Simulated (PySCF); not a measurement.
C2H6F2Si, SMILES C[SiH2]C(F)F.

The structure is a stationary point at B3LYP-D3(BJ)/def2-SVP. The values are those of a single conformer.

Two levels are set side by side: PBE/def2-TZVP (PySCF) and B3LYP/def2-TZVP (PySCF). Same geometry, gas phase. Differences are taken from unrounded values.

```json
[
 {"quantity": "orbital gap (eV)", "B3LYP": "8.49"},
 {"quantity": "highest occupied level (eV)", "B3LYP": "-8.28"},
 {"quantity": "lowest empty level (eV)", "B3LYP": "0.21"},
 {"quantity": "dipole moment (D)", "B3LYP": "1.62"},
 {"quantity": "mean polarisability (bohr³)", "B3LYP": "52.6"}
]
```

Question: What does PBE give, and how far is it from B3LYP? (Estimate from the structure and the level; the computed values follow.)

Answer: 
| quantity | PBE | PBE minus B3LYP |
|---|---|---|
| orbital gap (eV) | 6.59 | -1.89 |
| highest occupied level (eV) | -6.92 | 1.36 |
| lowest empty level (eV) | -0.33 | -0.53 |
| dipole moment (D) | 1.40 | -0.22 |
| mean polarisability (bohr³) | 54.6 | 2.0 |

Without exact exchange PBE keeps part of each electron's self-repulsion, which lifts occupied levels and narrows the gap. Loosely held outer electrons make PBE densities more polarisable. Differences between two approximate levels are no errors against the true value.

Rough cost on one machine, each run with all the roots and properties that it gave: B3LYP against PBE within a factor of 2.
